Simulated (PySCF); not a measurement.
# What a mistake does to a calculation on Ge2H6N2

Calculated results; nothing here was measured. They come from PySCF 2.14.0, an open-source quantum chemistry program, on an isolated molecule that a program drew, which may never have been made. The molecule is Ge2H6N2 (charge 0, singlet), drawn as the SMILES string `[NH2][GeH2][NH][GeH]`.

Each row is a Hartree-Fock (HF) and frozen-core CCSD(T) single point in the cc-pVDZ basis, meant for a local HF minimum. Run 1 is clean. Each other run has one planted mistake out of seven kinds, and not every kind appears here: one electron removed, one electron added, multiplicity raised by two, geometry at a saddle point, minimal basis STO-3G, one bond length entered in bohr, all coordinates scaled. The reference is restricted for singlets and unrestricted otherwise, and also for a bond in bohr. Adding or removing an electron swaps singlet and doublet. Electrons count all cores. HOMO and LUMO are orbital energies over both spins, the gradient is its largest component, and the lowest frequency (negative if imaginary) is given only where the gradient is small. Bond lengths are over the 9 bonds as drawn. T1 is the CCSD diagnostic: over 0.02 (restricted) or 0.045 (unrestricted) a single reference is doubtful. Germanium has the cc-pVDZ-PP basis, with a core potential (ECP10MDF) in place of its 10 inner electrons, and its 3s, 3p and 3d shells are frozen in CCSD(T).

Geometry of the clean run:
```xyz
10
Ge2H6N2, angstrom
N     0.7872   -0.7992    0.4520
Ge    0.8368    1.0343    0.3496
N     2.4274    1.4677   -0.4819
Ge    2.9155    2.7619   -1.6744
H     0.6253   -1.2706   -0.4215
H     0.1388   -1.1617    1.1299
H    -0.2826    1.6747   -0.4748
H     0.7893    1.5300    1.7995
H     3.1871    0.8783   -0.1807
H     1.4607    3.3924   -1.8153
```

```
run  electrons  basis functions  <S^2>  HOMO (eV)  LUMO (eV)  gradient (hartree/bohr)  lowest frequency (cm^-1)  mean bond (Å)  longest bond (Å)      T1  HF (hartree)  CCSD(T) (hartree)                          mistake
  1         84              104  0.000      -8.78       1.42                  2.1e-05                        33         1.4649             1.846  0.0165    -699.16236         -699.75105                         no fault
  2         84              104  2.009      -6.75      -0.14                  3.8e-02                         -         1.4649             1.846  0.0159    -699.09285         -699.65941       multiplicity raised by two
  3         84              104  0.000      -8.83       1.36                  1.1e-02                         -         1.4854             1.872  0.0173    -699.16047         -699.75263           all coordinates scaled
  4         84              104  1.019      -7.20       0.94                  1.6e-02                         -         1.6454             3.451  0.0144    -699.07407         -699.61713  one bond length entered in bohr
  5         83              104  0.761     -12.42      -6.21                  1.1e-01                         -         1.4649             1.846  0.0312    -698.85587         -699.40329             one electron removed
  6         85              104  0.764      -0.01       7.89                  4.4e-02                         -         1.4649             1.846  0.0151    -699.13565         -699.72878                                ?
```

**Which mistake was planted in run 6, and what did it cost?**

It counts 85 electrons, one more than the clean run, at the same geometry and basis. So the mistake is: one electron added. Subtracting run 1 and multiplying by 627.51 kcal/mol a hartree, the energy moved by 16.8 kcal/mol in HF and 14.0 kcal/mol in CCSD(T).

Cautions from the logs. Run 6: the added electron raises the CCSD(T) energy, so it isn't bound in this basis.
